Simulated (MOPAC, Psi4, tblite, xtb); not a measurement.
Dimer H4Si ··· H4Ge (SMILES [SiH4] and [GeH4]), singlet at R = 3.95 Å between the centres of mass, closest contact 3.19 Å (lowest of the rigid-body minima from ten starts at GFN2-xTB). Geometry in Å and degrees:

```
Si
H 1 1.4803
H 1 1.4803 2 109.47
H 1 1.4803 2 109.48 3 -120.00
H 1 1.4803 2 109.47 3 120.00
H 2 3.1938 1 99.72 3 -82.97
Ge 6 1.5359 2 93.84 1 71.10
H 7 1.5359 6 109.47 2 -80.75
H 7 1.5359 8 109.47 6 120.00
H 7 1.5359 8 109.47 9 120.00
```

- GFN2-xTB (tblite)
- SAPT0/jun-cc-pVDZ, frozen core (Psi4)
- B3LYP/def2-TZVP, counterpoise-corrected (Psi4)
- B3LYP-D3(BJ)/def2-TZVP, counterpoise-corrected (Psi4)
- PBE/def2-TZVP, counterpoise-corrected (Psi4)
- PBE-D3(BJ)/def2-TZVP, counterpoise-corrected (Psi4)
- HF/aug-cc-pVDZ, counterpoise-corrected (Psi4)
- MP2/aug-cc-pVDZ = DF-MP2/aug-cc-pVDZ, frozen core, counterpoise-corrected (Psi4)
- SCS-MP2/aug-cc-pVDZ = DF-SCS-MP2/aug-cc-pVDZ, frozen core, counterpoise-corrected in Psi4
- AM1, restricted, heats of formation (MOPAC)
- PM7, restricted, heats of formation (MOPAC)
- GFN1-xTB (xtb)

Task: What interaction energy does each level give?

Result: 
```json
[
 {"method": "GFN1-xTB", "E_int / kcal/mol": "-5.14"},
 {"method": "GFN2-xTB", "E_int / kcal/mol": "-1.63"},
 {"method": "PM7", "E_int / kcal/mol": "-1.47"},
 {"method": "PBE-D3(BJ)/def2-TZVP", "E_int / kcal/mol": "-1.04"},
 {"method": "B3LYP-D3(BJ)/def2-TZVP", "E_int / kcal/mol": "-0.98"},
 {"method": "MP2/aug-cc-pVDZ", "E_int / kcal/mol": "-0.27"},
 {"method": "AM1", "E_int / kcal/mol": "-0.18"},
 {"method": "SCS-MP2/aug-cc-pVDZ", "E_int / kcal/mol": "0.11"},
 {"method": "PBE/def2-TZVP", "E_int / kcal/mol": "0.16"},
 {"method": "SAPT0/jun-cc-pVDZ", "E_int / kcal/mol": "0.26"},
 {"method": "B3LYP/def2-TZVP", "E_int / kcal/mol": "1.12"},
 {"method": "HF/aug-cc-pVDZ", "E_int / kcal/mol": "1.40"}
]
```
